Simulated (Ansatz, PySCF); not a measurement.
BF₂, SMILES F[B-]F (connectivity only; charge and spin as stated), charge -1, multiplicity 1.

The structure is a stationary point at PBE0-D3(BJ)/def2-TZVPD.

Two levels are set side by side: PBE/def2-TZVPD (Ansatz, a program for electronic structure) and EOM-CCSD/aug-cc-pVDZ (PySCF). PBE by ΔSCF, the other level by its IP root; same geometry, the bases differ. Differences are taken from unrounded values.

| quantity | PBE |
|---|---|
| vertical ionisation energy (eV) | 1.36 |

Task: These are the PBE values. What does EOM-CCSD give? (Estimate from the structure and the level; the computed values follow.)

Result: 
```tsv
quantity	EOM-CCSD	PBE minus EOM-CCSD
vertical ionisation energy (eV)	1.41	-0.05
```
